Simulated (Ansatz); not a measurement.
Reaction (ligand exchange at the Si–O bond): `C[NH][AlH][O][SiH3]` + `[OH][GaH][SH]` → `[SiH3][O][GaH][SH]` + `C[NH][AlH][OH]`

Program: Ansatz. Geometries: PBE0-D4/def2-TZVP. ΔE: electronic, gas phase. CCSD(T)/CBS is the MP2 limit (def2-TZVPP, def2-QZVPP) plus CCSD(T) − MP2 in def2-TZVPP, frozen cores. DFT in def2-TZVPP. For Ga outer-core shells are correlated without core-valence functions, which leaves a few kJ/mol of doubt a bond. Scalar relativity is left out up to krypton. One conformer a species, not always the lowest.

```json
{"species": "`C[NH][AlH][O][SiH3]`", "PBE energy (Eh)": "-704.52096"}
{"species": "`[OH][GaH][SH]`", "PBE energy (Eh)": "-2399.64084"}
{"species": "`[SiH3][O][GaH][SH]`", "PBE energy (Eh)": "-2690.22066"}
{"species": "`C[NH][AlH][OH]`", "PBE energy (Eh)": "-413.93687"}
```

Problem. Work out ΔE.

Solution. ΔE = (-2690.22066) + (-413.93687) − (-704.52096) − (-2399.64084) = 0.00427 Eh = +11.2 kJ/mol. CCSD(T)/CBS gives +10.1 kJ/mol.

Largest T1 diagnostic among the species: 0.014.

In def2-TZVPP, CCSD(T) changes the Hartree–Fock value by −3.9 kJ/mol (the triples alone add −1.0 kJ/mol) and MP2 by −4.4 kJ/mol.
